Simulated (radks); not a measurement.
Values are calculated unless marked as measured or tabulated.
Task: Coherent X-ray form factor from a spherical all-electron density. Level of theory: scalar-relativistic Kohn-Sham, PBE, spin-unpolarised, spherical densities, finite nucleus; Fermi nuclear charge, rms radius of each element as measured or else 0.836 A^(1/3) + 0.57 fm (a radial shooting solver on a logarithmic mesh with Libxc functionals).

| sin(theta)/lambda (1/angstrom) | f0 (electrons) |
|---|---|
| 0.05 | 2.702 |
| 0.1 | 2.210 |
| 0.15 | 1.900 |
| 0.2 | 1.737 |
| 0.25 | 1.619 |
| 0.3 | 1.504 |
| 0.4 | 1.259 |
| 0.5 | 1.022 |
| 0.6 | 0.815 |
| 0.8 | 0.510 |
| 1 | 0.321 |
| 1.25 | 0.185 |
| 1.5 | 0.111 |
| 2 | 0.046 |

The species is in the configuration that NIST lists as its ground one. Which atom or ion scatters so?

Result: Neutral lithium, [He] 2s1. Extrapolating in s^2 from the first two rows gives f0(0) = 2.9, near the electron count 3; among species with that count, the fall with angle is slower the higher Z, and the table is that of Z = 3; from so few rows the species is fixed only to a neighbour or two.
